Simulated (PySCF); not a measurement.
C3H6OS. Atoms are numbered in the order given.

```xyz
11

C     -1.9300     0.3692     0.1314
C     -0.6847    -0.3800    -0.2462
O     -0.0193    -0.9409     0.8704
C      1.2592    -0.3877     0.6827
S      0.7693     0.6481    -0.7512
H     -2.3872     0.8295    -0.7576
H     -1.6962     1.1555     0.8626
H     -2.6592    -0.3284     0.5737
H     -0.8998    -1.1515    -1.0091
H      1.6024     0.1908     1.5574
H      2.0182    -1.1474     0.4224
```
Charge 0, spin multiplicity 1.

Geometry optimised at PBE0-D3(BJ)/def2-SVP. The structure was generated by enumeration; whether it is a known compound was not checked.

All values below come from r2SCAN/def2-TZVP (PySCF).

Computed frontier levels, gap, dipole moment and polarisability:
```
Item                                                                                                           Result
---------------------------------------------------------------------------------------------  ----------------------
highest occupied level                                                                                       -5.53 eV
lowest empty level                                                                                           -1.21 eV
orbital gap                                                                                                   4.33 eV
dipole moment                                                                                                  0.48 D
quadrupole, principal values (traceless, Buckingham form, about the centre of nuclear charge)  -7.01, -0.78, 7.79 D·Å
mean static polarisability                                                                       57.3 bohr³ (8.48 Å³)
polarisability, principal values                                                               47.2, 56.9, 67.6 bohr³
```
